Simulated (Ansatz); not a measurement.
This geometry of C3H5Li (9 atoms, charge 0, multiplicity 1) is a first-order saddle point.

The calculation used RKS PBE/def2-SVP (Ansatz).

```xyz
9
Properties=species:S:1:pos:R:3
Li -0.474 -0.589 -1.535
C 0.295 1.041 -0.725
C 0.673 0.096 0.197
C -0.544 -0.704 0.558
H 0.932 1.924 -0.956
H 1.679 -0.045 0.644
H -1.033 0.362 -0.345
H -0.444 -1.805 0.733
H -1.084 -0.280 1.429
```

Which two structures does it join? (They come from a converged band through this point; their orientation in space is the band's.)

Bonds broken: C4–H7. Bonds formed: Li1–C3, Li1–C4, C2–H7.

Image 0:

```xyz
9
Properties=species:S:1:pos:R:3
Li -0.929 0.629 -2.284
C 0.499 0.914 -0.977
C 0.526 0.258 0.213
C -0.492 -0.747 0.693
H 1.370 1.602 -1.086
H 1.344 0.424 0.955
H -1.301 -0.906 -0.058
H -0.036 -1.742 0.902
H -0.981 -0.431 1.643
```

Image 10:

```xyz
9
Properties=species:S:1:pos:R:3
Li -0.539 -0.719 -1.333
C 0.085 1.113 -0.596
C 0.512 0.047 0.222
C -0.282 -1.016 0.700
H 0.797 1.879 -0.933
H 1.609 -0.084 0.317
H -0.974 1.442 -0.544
H 0.161 -1.812 1.315
H -1.369 -0.850 0.852
```

How far does it lie above each of them?

161.1 kJ/mol above the first and 240.2 kJ/mol above the second. This is the barrier of this one path; another mechanism may lie lower. The orbitals stay closed-shell, which can raise the energy where a bond breaks towards radicals; this wasn't checked here.

Time of the run: 3.8 min on 1 thread of Arm Neoverse V1, on a shared host, peak memory 0.11 GiB.
